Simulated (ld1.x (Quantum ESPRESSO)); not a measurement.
# What one change does to a pseudopotential (silicon, TM)

- Element: Si (Z = 14)
- Generator: ld1.x (Quantum ESPRESSO) 7.5
- Type: norm-conserving Troullier–Martins (Kleinman–Bylander form)
- Functional: LDA (PZ)
- Relativity: scalar-relativistic
- Frozen core: [Ne]
- Valence charge: 4
- Reference configuration: 3s2 3p2
- Partial waves: 3s (bound): rc 1.30 bohr; 3p (bound): rc 2.15 bohr
- Local potential: all-electron potential smoothed inside 1.55 bohr (lloc = -2)
- Core correction: Bessel-smoothed model core, default radius (core density twice the valence density)

Change: core correction Bessel-smoothed model core inside 1.44 bohr.

Cutoffs: the cutoffs (Ry, on a coarse ladder) from which the occupation-weighted sum of valence levels, in a spherical-Bessel basis at the reference potential, stays within 10 and 1 mRy of its value at 400 Ry; they do not see the model core or the augmentation charge, which bear on the density cutoff. Errors are all-electron minus pseudo energies relative to the spin-unpolarised reference configuration.

Problem. What does the change do?

Solution. The potential gets neither clearly harder nor softer (40 Ry and 90 Ry → 40 Ry and 90 Ry); of the 9 tests that both files solve, the error grows in 3 and shrinks in 0 by more than 15 % and 0.3 meV (median size 5.6 → 6.6 meV); neither file shows a bound ghost. The default core radius of the base comes out at 1.13 bohr. A wider model core is smoother and lowers the density cutoff, which this test does not measure.

| quantity | base | changed |
| --- | --- | --- |
| cutoff, loose | 40 Ry | 40 Ry |
| cutoff, tight | 90 Ry | 90 Ry |
| bound ghosts | none | none |
| error for 3s2 3p1, meV [ΔE 7.83 eV] | +3.5 | +3.6 |
| error for 3s2 3p0, meV [ΔE 23.94 eV] | +27 | +28 |
| error for 3s1 3p0, meV [ΔE 58.09 eV] | +78 | +84 |
| error for 3s1 3p2, meV [ΔE 15.24 eV] | +3.0 | +3.6 |
| error for 3s2 3p2.3, meV [ΔE -0.96 eV] | +0.1 | +0.1 |
| error for 3s2 3p1.5, meV [ΔE 2.96 eV] | +0.5 | +0.5 |
| error for 3s0 3p4, meV [ΔE 13.78 eV] | -15 | -13 |
| error for 3s2 3p2 (spin-polarised), meV [ΔE -0.61 eV] | +5.7 | +7.8 |
| error for 3s2 3p1 (spin-polarised), meV [ΔE 7.62 eV] | +5.6 | +6.6 |
| s: phases at 2.35 bohr within 0.05 rad from the reference energy up to (Ry; the scan ends near 5) | 1.8 | 1.8 |
| p: phases at 2.35 bohr within 0.05 rad from the reference energy up to (Ry; the scan ends near 5) | 3.1 | 3.1 |
